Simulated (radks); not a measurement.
Q: The mean radii <r> (bohr) of the occupied orbitals of an atom or ion are listed with their occupations. Method: scalar-relativistic Kohn-Sham, BP86, spin-polarised, spherical densities, point nucleus; computed with a radial shooting solver on a logarithmic mesh with Libxc functionals.

| orbital | occ. | <r> |
|---|---|---|
| 1s up | 1 | 0.04549 |
| 1s down | 1 | 0.04549 |
| 2s up | 1 | 0.2027 |
| 2s down | 1 | 0.2027 |
| 2p up | 3 | 0.1772 |
| 2p down | 3 | 0.1772 |
| 3s up | 1 | 0.5983 |
| 3s down | 1 | 0.5982 |
| 3p up | 3 | 0.6174 |
| 3p down | 3 | 0.6170 |
| 3d up | 5 | 0.6807 |
| 3d down | 5 | 0.6762 |
| 4s up | 1 | 1.940 |
| 4s down | 1 | 1.936 |
| 4p up | 3 | 2.505 |

Name the element and its charge. Open shells, if any, are filled with parallel spins first.

A: Z = 33, arsenic, charge 0: As in [Ar] 3d10 4s2 4p3. The 1s radius gives Z: for a bare nucleus <r> = (2 gamma + 1)/(2Z) with gamma = sqrt(1 - (Z/c)^2), 0.04456 bohr for Z = 33, and screening makes it slightly larger (0.04549 here). The occupations add up to 33, and the charge is Z minus that.
